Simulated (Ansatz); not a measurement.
The first iterations of a band of C$_{2}$H$_{5}$ClSi (9 atoms, charge 0, multiplicity 1).

Level of theory: RKS PBE0-D4/6-31G* (Ansatz).

| Property | Result |
| --- | --- |
| movable images | 9 |
| climbing image | yes |
| spring | 5.0 eV/Å² |
| optimiser | quadratic models (default) |
| start path | through a guess of the saddle point |
| force threshold | 0.03 eV/Å |
| iteration limit | 60 |
| end points | relaxed |

Image 0:

```xyz
9
Properties=species:S:1:pos:R:3
C -0.358 1.302 -0.040
C -0.323 -0.122 0.434
Si 0.619 -1.365 -0.254
Cl 0.608 -3.286 0.457
H -0.031 1.989 0.752
H 0.286 1.475 -0.909
H -1.377 1.599 -0.321
H -0.954 -0.369 1.287
H 1.531 -1.223 -1.406
```

Image 10:

```xyz
9
Properties=species:S:1:pos:R:3
C -0.207 1.195 -0.064
C 0.000 -0.310 -0.239
Si 0.511 -1.193 1.370
Cl 0.617 -3.157 0.609
H 0.701 1.690 0.298
H -0.485 1.676 -1.009
H -1.004 1.412 0.657
H -0.908 -0.795 -0.628
H 0.775 -0.518 -0.995
```

| iteration | highest image above the first end (eV) | largest band force component (eV/Å) |
| --- | --- | --- |
| 1 | 5.627 | 13.638 |
| 2 | 3.951 | 8.425 |
| 3 | 3.030 | 3.972 |
| 4 | 2.294 | 2.081 |
| 5 | 1.559 | 1.796 |

Does the band converge within its limit, and where does its top end?

It converged. It ended after 17 iterations with the highest image 1.141 eV above the first end. The profile has 2 maxima (images 3, 7) with wells between them (image 4): this band takes more than one step, which may be the mechanism or a detour left from its start path. A vibrational analysis at the climbing image gives one clearly imaginary mode, 894i cm⁻¹: a first-order saddle point. The orbitals stay closed-shell, which can raise the energy where a bond breaks towards radicals; this wasn't checked here.

The run took 5.1 min on 1 thread of Intel(R) Xeon(R) 6975P-C (Granite Rapids), with other jobs on the host, peak memory 0.17 GiB.
